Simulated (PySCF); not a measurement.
Point-charge models of `CC[C@@H](F)[C@H](CCl)OC` against its computed dipole.

Coordinates (GFN2-xTB, Å) and charges (e) from the PBE0/pcSseg-1 density (PySCF):

| atom | x | y | z | Mulliken | IAO | Hirshfeld | ESP-fitted |
| --- | --- | --- | --- | --- | --- | --- | --- |
| C1 | 3.004 | 0.039 | 0.690 | -0.2601 | -0.4202 | -0.1190 | -0.3217 |
| C2 | 1.697 | -0.410 | 0.047 | -0.2488 | -0.2685 | -0.0796 | +0.1103 |
| C3 | 0.633 | 0.677 | 0.119 | +0.1774 | +0.1794 | +0.0579 | +0.1874 |
| F4 | 1.032 | 1.764 | -0.640 | -0.3438 | -0.3366 | -0.1037 | -0.2492 |
| C5 | -0.727 | 0.210 | -0.427 | +0.0148 | +0.0765 | +0.0316 | +0.0147 |
| C6 | -1.764 | 1.338 | -0.331 | -0.1658 | -0.2661 | -0.0460 | -0.5052 |
| Cl7 | -2.196 | 1.656 | 1.366 | -0.1476 | -0.1072 | -0.0643 | -0.0953 |
| O8 | -1.080 | -0.947 | 0.284 | -0.5051 | -0.3857 | -0.1241 | -0.2606 |
| C9 | -2.196 | -1.642 | -0.223 | -0.0217 | -0.2036 | -0.0383 | -0.2272 |
| H10 | 3.750 | -0.748 | 0.613 | +0.1168 | +0.1436 | +0.0426 | +0.0854 |
| H11 | 3.383 | 0.927 | 0.191 | +0.1211 | +0.1463 | +0.0367 | +0.0855 |
| H12 | 2.854 | 0.271 | 1.742 | +0.1109 | +0.1380 | +0.0408 | +0.0776 |
| H13 | 1.868 | -0.661 | -1.002 | +0.1146 | +0.1348 | +0.0369 | +0.0060 |
| H14 | 1.300 | -1.288 | 0.556 | +0.1417 | +0.1564 | +0.0391 | +0.0115 |
| H15 | 0.515 | 1.042 | 1.145 | +0.1203 | +0.1423 | +0.0296 | +0.0887 |
| H16 | -0.608 | -0.024 | -1.502 | +0.1123 | +0.1200 | +0.0361 | +0.1308 |
| H17 | -2.684 | 1.079 | -0.854 | +0.1608 | +0.1586 | +0.0460 | +0.2374 |
| H18 | -1.348 | 2.255 | -0.746 | +0.1789 | +0.1779 | +0.0481 | +0.2448 |
| H19 | -2.088 | -1.833 | -1.297 | +0.0904 | +0.1218 | +0.0386 | +0.0997 |
| H20 | -2.225 | -2.588 | 0.314 | +0.1275 | +0.1639 | +0.0549 | +0.1485 |
| H21 | -3.131 | -1.103 | -0.044 | +0.1053 | +0.1284 | +0.0362 | +0.1310 |

Question: Form Σ q r in debye for every column and set it beside the full dipole.

Answer: The full density gives (-0.66, -1.84, -1.83) D, 2.68 D in size; dipole vectors point from the negative to the positive end.

```json
{"scheme": "Mulliken", "μx": "-0.80", "μy": "-2.20", "μz": "-1.79", "size (D)": "2.95", "share of the full size (%)": "110", "angle to the full dipole (°)": "6"}
{"scheme": "IAO", "μx": "-1.17", "μy": "-2.37", "μz": "-1.49", "size (D)": "3.03", "share of the full size (%)": "113", "angle to the full dipole (°)": "15"}
{"scheme": "Hirshfeld", "μx": "-0.66", "μy": "-1.07", "μz": "-0.80", "size (D)": "1.49", "share of the full size (%)": "56", "angle to the full dipole (°)": "14"}
{"scheme": "ESP-fitted", "μx": "-0.67", "μy": "-1.81", "μz": "-1.88", "size (D)": "2.70", "share of the full size (%)": "101", "angle to the full dipole (°)": "1"}
```

Question: Which set comes closest?

Answer: Length of the difference vector: ESP-fitted 0.07 D, Mulliken 0.39 D, IAO 0.80 D, Hirshfeld 1.29 D. Closest: ESP-fitted. The schemes that divide the density aren't constrained to reproduce the dipole.

Question: What is left for the Hirshfeld atoms' own dipoles?

Answer: The shares of the density sum to the whole, so what Σ q r misses lies in dipoles about the nuclei. The atomic dipoles sum to (-0.66, -1.84, -1.83) − (-0.66, -1.07, -0.80) = (0.00, -0.77, -1.03) D, 1.29 D in size.

Question: With the origin at the mean of the coordinates, (0.000, 0.001, 0.000) Å, which are the largest single terms, by size, of the ESP-fitted dipole along the direction of the full one?

Answer: C9 -1.99, C1 +1.91, H20 +1.51, H19 +1.27, F4 +1.23 D; all 21 atoms together +2.70 D. The single terms depend on the origin, their sum doesn't.

Question: Give the size of the full dipole in other units.

Answer: 2.68 D = 1.053 au = 0.557 e·Å = 8.93 × 10⁻³⁰ C·m.

One conformer (not necessarily the lowest) at the GFN2-xTB geometry, without solvent, vibrations or thermal averaging.

The run behind these numbers computed NMR shieldings as well. Hardware: Arm Neoverse N1, one thread, shared host. Cost: 1.7 min (with the writing of density and orbital grids), 1.1 GiB resident at most.

Conformer computed: `[CH3:1][CH2:2][C@@H:3]([F:4])[C@H:5]([CH2:6][Cl:7])[O:8][CH3:9]`: C1–C2–C3–F4 65°, C2–C3–C5–C6 180°, C3–C5–C6–Cl7 -70°, C3–C5–O8–C9 -170°.
